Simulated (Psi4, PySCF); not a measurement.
The Psi4 input:
```
memory 2 GB

molecule {
0 2
  C    -0.13352534    1.76236055    0.40437073
  Si   -0.04296491    0.08718825   -0.37167303
  C    -1.45281697   -1.00671932    0.29446193
  C     1.64697942   -0.70454999    0.00593458
  H    -1.06258640    2.21666558    0.70102766
  H     0.73610479    2.37082006    0.58047603
  H    -0.19112017    0.18138377   -1.84124855
  H    -1.44497636   -1.98782097   -0.17092914
  H    -2.41954284   -0.55618343    0.09263256
  H    -1.37510223   -1.15129058    1.36815365
  H     2.45658772   -0.07859418   -0.35605198
  H     1.74466322   -1.67479907   -0.47189922
  H     1.79365848   -0.84736411    1.07265799
}

set basis sto-3g
set reference uks
set scf_type pk
set puream true
set d_convergence 1e-8
set dft_radial_points 99
set dft_spherical_points 590

energy('bhhlyp')
print_variables()
```

### Question
Write the same job for PySCF.

### Answer
One answer among several that fit: 
```python
from pyscf import gto, scf, dft

mol = gto.Mole()
mol.atom = '''
    C    -0.13352534    1.76236055    0.40437073
    Si   -0.04296491    0.08718825   -0.37167303
    C    -1.45281697   -1.00671932    0.29446193
    C     1.64697942   -0.70454999    0.00593458
    H    -1.06258640    2.21666558    0.70102766
    H     0.73610479    2.37082006    0.58047603
    H    -0.19112017    0.18138377   -1.84124855
    H    -1.44497636   -1.98782097   -0.17092914
    H    -2.41954284   -0.55618343    0.09263256
    H    -1.37510223   -1.15129058    1.36815365
    H     2.45658772   -0.07859418   -0.35605198
    H     1.74466322   -1.67479907   -0.47189922
    H     1.79365848   -0.84736411    1.07265799
'''
mol.basis = 'sto-3g'
mol.spin = 1
mol.verbose = 4
mol.build()

mf = dft.UKS(mol)
mf.xc = 'bhandhlyp'
mf.grids.atom_grid = (99, 590)
mf.grids.prune = None
mf.kernel()
```

Both were run: Psi4 gave -404.360234 Eh and PySCF -404.360234 Eh, 0.001 mEh apart.
